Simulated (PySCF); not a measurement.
## Radial density of Ti²⁺ (titanium, charge +2)

UHF, [Ar] 3d1 4s1, high-spin 3D determinant (an excited configuration). Calculation: PySCF 2.14, in aug-cc-pwCVTZ (10s9p7d4f3g, 127 functions); the non-relativistic Hamiltonian (point nucleus).

```
r (bohr)  4πr²ρ (e/bohr)  4πr²(ρα − ρβ)
 0.00124          0.1309         0.0001
 0.00209          0.3566         0.0002
 0.00351          0.9479         0.0006
 0.00591           2.414         0.0015
 0.00994           5.722         0.0034
  0.0167           12.03         0.0070
  0.0281           20.74         0.0110
  0.0473           26.03         0.0095
  0.0795           21.93        -0.0013
   0.134           20.68         0.0090
   0.225           28.07         0.0705
   0.379           15.77         0.2071
   0.637           8.140         0.6764
    1.07           8.750         0.7483
    1.80           1.906         0.5491
    3.03          0.4575         0.4388
    5.10         0.03900         0.0390
    8.57       0.0001886         0.0002
```
